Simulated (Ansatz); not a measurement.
A structure relaxed at PBE-D4/def2-TZVPD in Ansatz, charge -1, singlet:

```xyz
3

K    -1.799   -0.854    1.434
K     0.437    1.350   -2.002
Bi    1.362   -0.497    0.568
```

(1) Give its formula and point group.

(2) Summarise the bond lengths by kind (pairs closer than 1.2 times the sum of covalent radii, bridged metal pairs left out).

Results:

(1) K₂Bi⁻. Point group C2v (tolerance 0.1 Å).

(2) 2 × Bi–K 3.30 Å; 1 × K–K 4.66 Å.

In the def2 sets Bi takes a core potential; there is no spin–orbit coupling. The restricted singlet is unstable: a solution with broken spin symmetry lies lower. The highest occupied level of the charge -1 singlet lies above zero (up to 0.77 eV). Its loss leaves the charge 0 doublet, which lies 0.63 eV higher (vertical, at PBE-D4/def2-TZVPD), but this difference is unsure: the doublet is doubtful (geometry relaxed on an unsound state). The order of the spin states hangs on the level: the triplet lies 0.19 eV below the singlet at PBE0-D4/def2-TZVPD, but 0.01 eV above it at PBE-D4/def2-TZVPD. The singlet is doubtful at PBE0-D4/def2-TZVPD (restricted singlet, unstable towards broken spin symmetry). The singlet is doubtful at PBE-D4/def2-TZVPD (restricted singlet, unstable towards broken spin symmetry). The structure comes from a short search, and lower isomers may exist.
